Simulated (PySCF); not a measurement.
ZrH₃, SMILES [ZrH3] (connectivity only; charge and spin as stated), neutral, multiplicity 2.

The structure is a stationary point at B3LYP-D3(BJ)/def2-TZVPD. The geometry has at least one imaginary mode, so it is a saddle point at that level. The spin state was assumed, not searched. The def2 effective core potentials stand for the cores of Zr; spin–orbit coupling is left out.

Two levels are set side by side: PBE/def2-TZVPD (PySCF) and CAM-B3LYP/def2-TZVPD (PySCF). Same geometry, gas phase. Differences are taken from unrounded values.

| quantity | CAM-B3LYP | PBE | PBE minus CAM-B3LYP |
|---|---|---|---|
| α-spin orbital gap (eV) | 5.80 | 0.99 | -4.81 |
| β-spin orbital gap (eV) | 8.34 | 3.63 | -4.71 |
| mean polarisability (bohr³) | 60.6 | 66.6 | 5.9 |

Loosely held outer electrons make PBE densities more polarisable. Differences between two approximate levels are no errors against the true value.

Rough cost on one machine, each run with all the roots and properties that it gave: CAM-B3LYP against PBE within a factor of 2.
